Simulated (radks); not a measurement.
Question: The mean radii <r> (bohr) of the occupied orbitals of an atom or ion are listed with their occupations. Calculated with a radial shooting solver on a logarithmic mesh with Libxc functionals: scalar-relativistic Kohn-Sham, PBE, spin-polarised, spherical densities, point nucleus.

orbital  occ.      <r>
1s up       1  0.02722
1s down     1  0.02722
2s up       1   0.1172
2s down     1   0.1172
2p up       3   0.1025
2p down     3   0.1025
3s up       1   0.3139
3s down     1   0.3138
3p up       3   0.3119
3p down     3   0.3118
3d up       5   0.2882
3d down     5   0.2881
4s up       1   0.7342
4s down     1   0.7336
4p up       3   0.7827
4p down     3   0.7819
4d up       5   0.8923
4d down     3   0.8904
5s up       1    1.759
5s down     1    1.771
5p up       2    2.006
4f up       2    1.727

Name the element and its charge. Open shells, if any, are filled with parallel spins first.

Answer: Z = 53, iodine, charge +3: I3+ in [Kr] 4d8 5s2 5p2 4f2. The 1s radius gives Z: for a bare nucleus <r> = (2 gamma + 1)/(2Z) with gamma = sqrt(1 - (Z/c)^2), 0.02683 bohr for Z = 53, and screening makes it slightly larger (0.02722 here). The occupations add up to 50, and the charge is Z minus that.
